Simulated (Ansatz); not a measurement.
Ideal-gas functions of CH$_{5}$PSSi (`C[SiH]1PS1`) at 800 K and 1 bar, from an Ansatz frequency run at PBE0-D4/def2-TZVP.

Molar mass 108.18 g/mol, point group C1 (symmetry number 1), electronic degeneracy 1, moments of inertia 97.985, 184.816, 242.15 u Å². Harmonic wavenumbers (cm⁻¹, unscaled): 142, 164, 196, 405, 441, 562, 574, 668, 703, 767, 786, 823, 901, 1273, 1441, 1444, 2247, 2340, 3053, 3136, 3154.

Use S(trans) = R[1.5 ln M + 2.5 ln T − 1.1517]; rotational temperatures θ = 24.2544 K / I; S(rot) = R[ln(√π/σ · √(T³/θAθBθC)) + 1.5]; for each mode x = 1.438777 ν̃/T, S = R[x/(eˣ − 1) − ln(1 − e⁻ˣ)] and H = RT x/(eˣ − 1); 1 cm⁻¹ = 0.0119627 kJ/mol; R = 8.31446 J/(mol·K).

Task: By hand: the entropy, in J/(mol·K).

Result: Translation 187.8. Rotation: θ = 0.2475, 0.1312, 0.1002 K, giving 124.4. Vibration, mode by mode: 19.69, 18.50, 17.03, 11.13, 10.46, 8.57, 8.41, 7.27, 6.90, 6.27, 6.10, 5.77, 5.16, 3.03, 2.39, 2.38, 0.75, 0.65, 0.22, 0.20, 0.19, in all 141.1. Electronic 0.0. Sum 453.3 J/(mol·K).

Task: By hand: H − E and G − E in kJ/mol, counted from the electronic energy.

Result: Zero-point energy ½ × 25220 × 0.0119627 = 150.8; thermal vibration 57.9; translation, rotation and pV give 4 RT = 26.6. H − E = 235.3 kJ/mol, and G − E = 235.3 − 800 × 453.3/1000 = -127.3 kJ/mol.

Vibration gives 31 % of the entropy, 19.7 J/(mol·K) of it from the mode under 150 cm⁻¹: soft modes count most, and the harmonic formula is weakest for them. The sum counts one conformer and one mirror image; others add a mixing term.
